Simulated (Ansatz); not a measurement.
Molecule: C7H15 (charge 0, doublet). It need not be the lowest isomer of its formula. SMILES: [CH2]CC(C)(C)CC
Coordinates optimised at B3LYP-D3(BJ)/def2-TZVP (Ansatz, a quantum-chemistry and plane-wave program):
```
C
C 1 1.5319
H 2 1.0909 1 111.87
H 2 1.0923 3 107.56 1 121.74
H 2 1.0927 3 107.97 4 116.09
C 1 1.5323 2 108.94 3 177.32
H 6 1.0913 1 111.23 2 179.83
H 6 1.0924 7 107.87 1 121.54
H 6 1.0926 7 108.06 8 116.33
C 1 1.5419 2 110.82 3 -63.57
H 10 1.0936 1 108.14 2 -174.39
H 10 1.0948 11 106.11 1 -115.35
C 10 1.5267 11 108.91 12 -117.24
H 13 1.0911 10 112.01 11 178.07
H 13 1.0913 14 107.74 10 -123.41
H 13 1.0915 14 107.36 15 -115.30
C 1 1.5635 2 108.12 3 58.51
H 17 1.0933 1 107.75 2 -54.59
H 17 1.0950 18 106.59 1 -114.22
C 17 1.4825 18 109.78 19 -118.90
H 20 1.0811 17 121.30 18 152.10
H 20 1.0814 21 117.32 17 -174.83
```
Charge 0, spin multiplicity 2.

Property: atomisation energy (electronic, to ground-state atoms), in kcal/mol. Valence correlation only, unless marked. UHF or UKS for open shells. Spin-orbit coupling is left out. No relativistic terms. The coupled-cluster limit lacks core correlation, which all-electron functionals hold. CBS marks a two-point X^-3 extrapolation of the correlation energy; Hartree-Fock from the larger set. The bracket is a focal-point correction in the basis named.

```
level       program  atomisation energy (kcal/mol)
----------  -------  -----------------------------
HF/6-31G*    Ansatz                         1584.3
HF/cc-pVTZ   Ansatz                         1582.4
```

Task: Estimate the value at RI-MP2/CBS(cc-pVTZ,cc-pVQZ)+[CCSD(T)-MP2]/cc-pVTZ as computed with Ansatz.

Result: 2077.4 kcal/mol
